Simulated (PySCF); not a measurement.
## From computed data to an observable: oscillator strength and radiative lifetime

Si(F)2(OH)(SiH3) (F2H4OSi2), SMILES O[Si](F)(F)[SiH3].

Geometry optimised at B3LYP-D3(BJ)/def2-SVP. The structure was generated by enumeration, and PubChem lists no compound with its InChIKey, so it may never have been made. Other conformers were not sampled.

TDDFT-PBE/def2-SVPD (PySCF) puts the first singlet state with f over 0.02 at 7.21 eV (vertical), with the transition dipole (0.330, 0.777, 0.000) in atomic units.

Problem. Find the oscillator strength, the wavelength and the radiative lifetime that this transition would have in vacuum if emission retraced absorption.

Solution. 
|μ|² = 0.7126 au, so |μ| = 2.15 D. ΔE = 7.21/27.211 = 0.2650 hartree. f = (2/3) ΔE |μ|² = 0.126 (the program prints 0.126).
λ = 1239.84/7.21 = 172 nm; ν = 58153 cm⁻¹.
Einstein's coefficient A = 0.6670 ν² f s⁻¹ (ν in cm⁻¹) = 2.8e8 s⁻¹, so τ = 1/A = 3.5 ns. This state is S1. The figure is the radiative limit of this one transition; relaxation, internal conversion, crossing to triplets and a medium change what is measured.
